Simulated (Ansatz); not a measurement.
Mulliken charges of `OC1=CB1` from ωB97M-V/def2-TZVPP in Ansatz (PBE0-D4/def2-TZVP geometry).

| atom | x (Å) | y (Å) | z (Å) | charge (e) |
| --- | --- | --- | --- | --- |
| O1 | -1.689 | 0.266 | 0.039 | -0.250 |
| C2 | -0.382 | 0.056 | -0.002 | 0.241 |
| C3 | 0.582 | -0.407 | 0.815 | -0.116 |
| B4 | 0.988 | 0.013 | -0.533 | -0.322 |
| H5 | -1.972 | 0.624 | -0.809 | 0.207 |
| H6 | 0.724 | -0.795 | 1.814 | 0.144 |
| H7 | 1.809 | 0.176 | -1.369 | 0.097 |

By hand: the dipole of these point charges (1 e Å = 4.8032 D).

Σ q r = (-0.184, 0.022, 0.028) e Å, of length 0.187 e Å = 0.90 D.

How does the dipole of the full density compare? (Best estimate.)

Computed: (-0.182, 0.083, -0.141) e Å, 1.18 D; the point charges give 0.76 times that, at 47° from its direction.

Point charges leave out the atoms' own dipoles, such as those of lone pairs, and Mulliken's split depends on the basis, so the two needn't agree.
